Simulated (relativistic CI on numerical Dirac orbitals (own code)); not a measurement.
d2 in a ligand field

Computed with a parametric ligand-field model of a d^n configuration (Racah B and C, spin-orbit zeta, crystal field), exact diagonalisation.

Field parameters in Wybourne normalisation: D3d B²₀ = −7Dσ, B⁴₀ = −14Dq − 21Dτ, B⁴₃ = −14√(10/7) Dq; D4h B²₀ = −7Ds, B⁴₀ = 21(Dq − Dt), B⁴₄ = 21√(5/14) Dq; Oh B⁴₀ = 21Dq, B⁴₄ = √(5/14) B⁴₀; Td as Oh with Dq negative (B⁴₀ = 21Dq, B⁴₄ = √(5/14) B⁴₀). The field is a parameter set, without covalency.

Question: Ground term and bands for B = 390, C = 1870, ζ = 0 cm⁻¹, Oh, 10Dq = 5000 cm⁻¹?

Answer: Ground term 3T1 with 0.06 electrons in the two orbitals of the cubic e set. Spin-allowed: 3T2 4431 cm⁻¹ (2257 nm), 3A2 9431 cm⁻¹ (1060 nm), 3T1 9712 cm⁻¹ (1030 nm). Lowest spin-forbidden: 1T2 6314 cm⁻¹ (1584 nm), 1E 6495 cm⁻¹ (1540 nm), 1T2 11658 cm⁻¹ (858 nm).

Question: Ground term and bands for B = 820, C = 4210, ζ = 0 cm⁻¹, D3d, 10Dq = 25050, Dσ = 1200, Dτ = 240 cm⁻¹?

Answer: Ground term 3E with 0.01 electrons in the two orbitals of the cubic e set. Spin-allowed: 3A2 4405 cm⁻¹ (2270 nm), 3E 24246 cm⁻¹ (412 nm), 3A1 27489 cm⁻¹ (364 nm), 3E 35870 cm⁻¹ (279 nm). Lowest spin-forbidden: 1A1 10859 cm⁻¹ (921 nm), 1E 13686 cm⁻¹ (731 nm), 1E 18422 cm⁻¹ (543 nm).

Question: Ground term and bands for B = 460, C = 2040, ζ = 0 cm⁻¹, D4h, 10Dq = 14500, Ds = 1870, Dt = 280 cm⁻¹?

Answer: Ground term 3A2 with 0.01 electrons in the two orbitals of the cubic e set. Spin-allowed: 3E 3819 cm⁻¹ (2619 nm), 3E 12430 cm⁻¹ (804 nm), 3B2 12939 cm⁻¹ (773 nm), 3E 20097 cm⁻¹ (498 nm). Lowest spin-forbidden: 1B2 6934 cm⁻¹ (1442 nm), 1B1 7029 cm⁻¹ (1423 nm), 1A1 10708 cm⁻¹ (934 nm).

Question: Ground term and bands for B = 390, C = 1960, ζ = 0 cm⁻¹, Td, 10Dq = -1450 cm⁻¹?

Answer: Ground term 3A2 with 2.00 electrons in the two orbitals of the cubic e set. Spin-allowed: 3T2 1450 cm⁻¹, 3T1 2543 cm⁻¹, 3T1 7657 cm⁻¹ (1306 nm). Lowest spin-forbidden: 1E 6556 cm⁻¹ (1525 nm), 1T2 7775 cm⁻¹ (1286 nm), 1A1 9620 cm⁻¹ (1039 nm). With an A2 ground term the first spin-allowed band lies at |10Dq| itself.

Question: Ground term and bands for B = 930, C = 3500, ζ = 0 cm⁻¹, D3d, 10Dq = 16750, Dσ = -1200, Dτ = -350 cm⁻¹?

Answer: Ground term 3A2 with 0.03 electrons in the two orbitals of the cubic e set. Spin-allowed: 3E 5070 cm⁻¹ (1972 nm), 3A1 15292 cm⁻¹ (654 nm), 3E 17577 cm⁻¹ (569 nm), 3A2 26909 cm⁻¹ (372 nm). Lowest spin-forbidden: 1E 13014 cm⁻¹ (768 nm), 1A1 17613 cm⁻¹ (568 nm), 1E 18580 cm⁻¹ (538 nm).
